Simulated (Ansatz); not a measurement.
Start from `C[SiH](Cl)[SnH3]` and change one atom or group to get `BC[SiH](C)Cl`.

Ansatz, PBE0-D4/def2-TZVP geometries, multiplicity 1. Each molecule was computed in one conformer, which needn't be the lowest.

Elements past krypton have def2 core potentials.

| property | `C[SiH](Cl)[SnH3]` |
| --- | --- |
| HOMO–LUMO gap (PBE/def2-TZVPP) / eV | 5.46 |
| HOMO–LUMO gap (PBE0/def2-TZVPP) / eV | 7.38 |
| LUMO energy (PBE/def2-TZVPP) / eV | -1.10 |
| LUMO energy (PBE0/def2-TZVPP) / eV | -0.28 |
| HOMO energy (ωB97M-V/def2-TZVPP) / eV | -9.65 |
| HOMO energy (PBE/def2-TZVPP) / eV | -6.56 |

Give the same properties after the change, and the shifts. (Estimate.)

Computed: 
| property | `BC[SiH](C)Cl` | shift |
| --- | --- | --- |
| HOMO–LUMO gap (PBE/def2-TZVPP) / eV | 4.96 | -0.50 |
| HOMO–LUMO gap (PBE0/def2-TZVPP) / eV | 7.24 | -0.14 |
| LUMO energy (PBE/def2-TZVPP) / eV | -2.30 | -1.20 |
| LUMO energy (PBE0/def2-TZVPP) / eV | -1.32 | -1.04 |
| HOMO energy (ωB97M-V/def2-TZVPP) / eV | -10.77 | -1.12 |
| HOMO energy (PBE/def2-TZVPP) / eV | -7.26 | -0.70 |

With PBE0 the HOMO falls by 0.91 eV and the LUMO falls by 1.04 eV, so the gap narrows by about 0.13 eV. PBE moves the HOMO by -0.70 eV and ωB97M-V by -1.12 eV.
